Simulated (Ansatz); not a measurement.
Ansatz (a program for electronic structure) input for ClH3OSiTe, SMILES Cl[Te]O[SiH3], B3LYP-D3(BJ)/def2-SVP. 

Ansatz 0.2 input:
```yaml
crystal:
  periodic: [false, false, false]
  atoms:
    - {symbol: Te, position_ang: [0.30824198, 0.09557217, 0.79371374]}
    - {symbol: Cl, position_ang: [1.14840918, 1.46147049, -0.87102637]}
    - {symbol: O, position_ang: [-0.45270386, -1.23890055, -0.42760943]}
    - {symbol: Si, position_ang: [-1.82026731, -1.16954113, -1.31617547]}
    - {symbol: H, position_ang: [-2.97081072, -0.99496529, -0.42928469]}
    - {symbol: H, position_ang: [-1.72227274, -2.48293235, -1.93303706]}
    - {symbol: H, position_ang: [-1.75308255, -0.05207314, -2.25601205]}
basis:
  gaussian:
    orbitals: def2-SVP
hamiltonian:
  xc: b3lyp
  dispersion: d3bj
relax: {f_tol: 0.002, max_steps: 200}
```

It prints:

```
Functional definition: B3LYP
integrals: 0.04 GiB planned
1019 factors; integrals over basis functions are off by at most 4.8e-4 eV
mean field: 0.41 GiB planned
mean field evaluation 1: about -29779.7950 eV, gradient 5.2e1 eV
mean field evaluation 2: about -29726.3827 eV, gradient 1.5e2 eV
mean field evaluation 4: about -29784.7214 eV, gradient 1.1e1 eV
mean field evaluation 8: about -29785.0715 eV, gradient 4.2e-1 eV
mean field evaluation 16: about -29785.0720 eV, gradient 8.3e-6 eV
mean field -29785.07196932 eV, -1094.5812058256 hartree, gradient 8.8e-6 eV, S^2 0.000000; 0 other end points of the search recorded, 0 dependent functions left out
the calculation of the forces begins
reference -29785.07222226 eV, -1094.5812151208 hartree; 33, 33 occupied and 58, 58 virtual orbitals, 1019 factors
relax step   1: F+E_penalty+E_count = -29785.44554578 eV  Δ(F+E_penalty+E_count) = +0.000e0 eV  max|allowed force component| = 1.298e0 eV/Å  Δτ_max = 0.0000 Å  (27 SCF iters, accepted)
these checks for a lower state are left out or cut short: starts, cluster_reference, orbital_swaps, neighbouring_geometries, increment
integrals: 0.04 GiB planned
1019 factors; integrals over basis functions are off by at most 5.1e-4 eV
mean field: 0.40 GiB planned
mean field -29785.27895896 eV, -1094.5888125548 hartree, gradient 1.4e-5 eV, S^2 0.000000; 0 other end points of the search recorded, 0 dependent functions left out
the calculation of the forces begins
reference -29785.27921538 eV, -1094.5888219780 hartree; 33, 33 occupied and 58, 58 virtual orbitals, 1019 factors
relax step   2: F+E_penalty+E_count = -29785.63763344 eV  Δ(F+E_penalty+E_count) = -1.921e-1 eV  max|allowed force component| = 7.125e-1 eV/Å  Δτ_max = 0.1913 Å  (31 SCF iters, accepted)
these checks for a lower state are left out or cut short: starts, cluster_reference, orbital_swaps, neighbouring_geometries, increment
integrals: 0.04 GiB planned
1019 factors; integrals over basis functions are off by at most 5.1e-4 eV
mean field: 0.40 GiB planned
mean field -29785.29336505 eV, -1094.5893419688 hartree, gradient 1.6e-5 eV, S^2 0.000000; 0 other end points of the search recorded, 0 dependent functions left out
the calculation of the forces begins
reference -29785.29362104 eV, -1094.5893513762 hartree; 33, 33 occupied and 58, 58 virtual orbitals, 1019 factors
relax step   3: F+E_penalty+E_count = -29785.65394301 eV  Δ(F+E_penalty+E_count) = -1.631e-2 eV  max|allowed force component| = 2.832e-1 eV/Å  Δτ_max = 0.0383 Å  (32 SCF iters, accepted)
these checks for a lower state are left out or cut short: starts, cluster_reference, orbital_swaps, neighbouring_geometries, increment
integrals: 0.04 GiB planned
1019 factors; integrals over basis functions are off by at most 5.1e-4 eV
mean field: 0.40 GiB planned
mean field evaluation 32: about -29785.2616 eV, gradient 1.4e0 eV
mean field -29785.29668408 eV, -1094.5894639407 hartree, gradient 1.8e-5 eV, S^2 0.000000; 0 other end points of the search recorded, 0 dependent functions left out
the calculation of the forces begins
reference -29785.29693941 eV, -1094.5894733239 hartree; 33, 33 occupied and 58, 58 virtual orbitals, 1019 factors
relax step   4: F+E_penalty+E_count = -29785.65928800 eV  Δ(F+E_penalty+E_count) = -5.345e-3 eV  max|allowed force component| = 7.062e-2 eV/Å  Δτ_max = 0.0317 Å  (32 SCF iters, accepted)
these checks for a lower state are left out or cut short: starts, cluster_reference, orbital_swaps, neighbouring_geometries, increment
integrals: 0.04 GiB planned
1019 factors; integrals over basis functions are off by at most 5.0e-4 eV
mean field: 0.40 GiB planned
mean field -29785.29586485 eV, -1094.5894338348 hartree, gradient 1.9e-5 eV, S^2 0.000000; 0 other end points of the search recorded, 0 dependent functions left out
the calculation of the forces begins
reference -29785.29611976 eV, -1094.5894432022 hartree; 33, 33 occupied and 58, 58 virtual orbitals, 1019 factors
relax step   5: F+E_penalty+E_count = -29785.66131743 eV  Δ(F+E_penalty+E_count) = -2.029e-3 eV  max|allowed force component| = 6.844e-2 eV/Å  Δτ_max = 0.0365 Å  (32 SCF iters, accepted)
these checks for a lower state are left out or cut short: starts, cluster_reference, orbital_swaps, neighbouring_geometries, increment
integrals: 0.04 GiB planned
1019 factors; integrals over basis functions are off by at most 5.1e-4 eV
mean field: 0.40 GiB planned
[...]
the calculation of the forces begins
reference -29785.29704905 eV, -1094.5894773531 hartree; 33, 33 occupied and 58, 58 virtual orbitals, 1019 factors
relax step  12: F+E_penalty+E_count = -29785.66302677 eV  Δ(F+E_penalty+E_count) = -1.218e-4 eV  max|allowed force component| = 2.841e-2 eV/Å  Δτ_max = 0.0383 Å  (30 SCF iters, accepted)
these checks for a lower state are left out or cut short: starts, cluster_reference, orbital_swaps, neighbouring_geometries, increment
integrals: 0.04 GiB planned
1019 factors; integrals over basis functions are off by at most 5.4e-4 eV
mean field: 0.40 GiB planned
mean field evaluation 96: about -29785.2687 eV, gradient 7.2e-3 eV
mean field -29785.29669665 eV, -1094.5894644025 hartree, gradient 1.5e-5 eV, S^2 0.000000; 0 other end points of the search recorded, 0 dependent functions left out
the calculation of the forces begins
reference -29785.29695177 eV, -1094.5894737783 hartree; 33, 33 occupied and 58, 58 virtual orbitals, 1019 factors
relax step  13: F+E_penalty+E_count = -29785.66312533 eV  Δ(F+E_penalty+E_count) = -9.856e-5 eV  max|allowed force component| = 3.039e-2 eV/Å  Δτ_max = 0.0368 Å  (32 SCF iters, accepted)
these checks for a lower state are left out or cut short: starts, cluster_reference, orbital_swaps, neighbouring_geometries, increment
integrals: 0.04 GiB planned
1019 factors; integrals over basis functions are off by at most 5.4e-4 eV
mean field: 0.40 GiB planned
mean field -29785.29622878 eV, -1094.5894472089 hartree, gradient 1.5e-5 eV, S^2 0.000000; 0 other end points of the search recorded, 0 dependent functions left out
the calculation of the forces begins
reference -29785.29648351 eV, -1094.5894565697 hartree; 33, 33 occupied and 58, 58 virtual orbitals, 1019 factors
relax step  14: F+E_penalty+E_count = -29785.66318921 eV  Δ(F+E_penalty+E_count) = -6.388e-5 eV  max|allowed force component| = 3.069e-2 eV/Å  Δτ_max = 0.0341 Å  (32 SCF iters, accepted)
these checks for a lower state are left out or cut short: starts, cluster_reference, orbital_swaps, neighbouring_geometries, increment
integrals: 0.04 GiB planned
1019 factors; integrals over basis functions are off by at most 5.4e-4 eV
mean field: 0.40 GiB planned
mean field -29785.29652679 eV, -1094.5894581603 hartree, gradient 1.5e-5 eV, S^2 0.000000; 0 other end points of the search recorded, 0 dependent functions left out
the calculation of the forces begins
reference -29785.29678138 eV, -1094.5894675165 hartree; 33, 33 occupied and 58, 58 virtual orbitals, 1019 factors
relax step  15: F+E_penalty+E_count = -29785.66328686 eV  Δ(F+E_penalty+E_count) = -9.765e-5 eV  max|allowed force component| = 1.838e-2 eV/Å  Δτ_max = 0.0223 Å  (31 SCF iters, accepted)
these checks for a lower state are left out or cut short: starts, cluster_reference, orbital_swaps, neighbouring_geometries, increment
integrals: 0.04 GiB planned
1019 factors; integrals over basis functions are off by at most 5.4e-4 eV
mean field: 0.40 GiB planned
mean field -29785.29653730 eV, -1094.5894585467 hartree, gradient 2.4e-5 eV, S^2 0.000000; 0 other end points of the search recorded, 0 dependent functions left out
the calculation of the forces begins
reference -29785.29679179 eV, -1094.5894678990 hartree; 33, 33 occupied and 58, 58 virtual orbitals, 1019 factors
relax step  16: F+E_penalty+E_count = -29785.66335522 eV  Δ(F+E_penalty+E_count) = -6.835e-5 eV  max|allowed force component| = 1.059e-2 eV/Å  Δτ_max = 0.0121 Å  (26 SCF iters, accepted)
these checks for a lower state are left out or cut short: starts, cluster_reference, orbital_swaps, neighbouring_geometries, increment
integrals: 0.04 GiB planned
1019 factors; integrals over basis functions are off by at most 5.4e-4 eV
mean field: 0.40 GiB planned
mean field evaluation 128: about -29785.2965 eV, gradient 1.5e-5 eV
mean field -29785.29652055 eV, -1094.5894579310 hartree, gradient 1.5e-5 eV, S^2 0.000000; 0 other end points of the search recorded, 0 dependent functions left out
the calculation of the forces begins
reference -29785.29677496 eV, -1094.5894672806 hartree; 33, 33 occupied and 58, 58 virtual orbitals, 1019 factors
relax step  17: F+E_penalty+E_count = -29785.66339023 eV  Δ(F+E_penalty+E_count) = -3.501e-5 eV  max|allowed force component| = 5.490e-3 eV/Å  Δτ_max = 0.0190 Å  (33 SCF iters, accepted)
these checks for a lower state are left out or cut short: starts, cluster_reference, orbital_swaps, neighbouring_geometries, increment
integrals: 0.04 GiB planned
1019 factors; integrals over basis functions are off by at most 5.4e-4 eV
mean field: 0.40 GiB planned
mean field -29785.29651818 eV, -1094.5894578439 hartree, gradient 1.5e-5 eV, S^2 0.000000; 0 other end points of the search recorded, 0 dependent functions left out
the calculation of the forces begins
reference -29785.29677258 eV, -1094.5894671931 hartree; 33, 33 occupied and 58, 58 virtual orbitals, 1019 factors
relax step  18: F+E_penalty+E_count = -29785.66339982 eV  Δ(F+E_penalty+E_count) = -9.585e-6 eV  max|allowed force component| = 5.391e-3 eV/Å  Δτ_max = 0.0165 Å  (26 SCF iters, accepted)
these checks for a lower state are left out or cut short: starts, cluster_reference, orbital_swaps, neighbouring_geometries, increment
integrals: 0.04 GiB planned
1019 factors; integrals over basis functions are off by at most 5.4e-4 eV
mean field: 0.40 GiB planned
mean field -29785.29653966 eV, -1094.5894586333 hartree, gradient 1.2e-5 eV, S^2 0.000000; 0 other end points of the search recorded, 0 dependent functions left out
the calculation of the forces begins
reference -29785.29679407 eV, -1094.5894679827 hartree; 33, 33 occupied and 58, 58 virtual orbitals, 1019 factors
relax step  19: F+E_penalty+E_count = -29785.66340105 eV  Δ(F+E_penalty+E_count) = -1.234e-6 eV  max|allowed force component| = 3.166e-3 eV/Å  Δτ_max = 0.0029 Å  (25 SCF iters, accepted)
these checks for a lower state are left out or cut short: starts, cluster_reference, orbital_swaps, neighbouring_geometries, increment
integrals: 0.04 GiB planned
1019 factors; integrals over basis functions are off by at most 5.4e-4 eV
mean field: 0.40 GiB planned
mean field -29785.29655122 eV, -1094.5894590584 hartree, gradient 2.8e-5 eV, S^2 0.000000; 0 other end points of the search recorded, 0 dependent functions left out
the calculation of the forces begins
reference -29785.29680564 eV, -1094.5894684080 hartree; 33, 33 occupied and 58, 58 virtual orbitals, 1019 factors
relax step  20: F+E_penalty+E_count = -29785.66340134 eV  Δ(F+E_penalty+E_count) = -2.866e-7 eV  max|allowed force component| = 1.320e-3 eV/Å  Δτ_max = 0.0005 Å  (20 SCF iters, accepted)
integrals: 0.04 GiB planned
1019 factors; integrals over basis functions are off by at most 5.4e-4 eV
mean field: 0.40 GiB planned
mean field evaluation 160: about -29785.2966 eV, gradient 2.5e-4 eV
mean field -29785.29655122 eV, -1094.5894590584 hartree, gradient 2.8e-5 eV, S^2 0.000000; 1 other end points of the search recorded, 0 dependent functions left out
the calculation of the forces begins
reference -29785.29680564 eV, -1094.5894684080 hartree; 33, 33 occupied and 58, 58 virtual orbitals, 1019 factors
Total energy: -29785.66365576 eV, -1094.6029499010 hartree
Atom 0 at     0.431209    -0.051143     0.816572 Å, force     0.000076    -0.000188     0.000318 eV/Å
Atom 1 at     0.872792     1.764035    -0.681096 Å, force     0.000129     0.000419    -0.000223 eV/Å
Atom 2 at    -0.308730    -1.364303    -0.480132 Å, force    -0.001262    -0.000109    -0.000515 eV/Å
Atom 3 at    -1.752469    -1.203160    -1.335612 Å, force     0.001320     0.000123     0.000218 eV/Å
Atom 4 at    -2.836935    -0.705344    -0.439545 Å, force    -0.000131    -0.000142     0.000175 eV/Å
Atom 5 at    -2.081947    -2.561313    -1.844051 Å, force    -0.000138    -0.000263     0.000132 eV/Å
Atom 6 at    -1.586405    -0.260142    -2.475567 Å, force     0.000007     0.000161    -0.000104 eV/Å
Dipole moment:    -0.122445    -0.085002     0.358604 e Å
```

Self-consistency was reached.
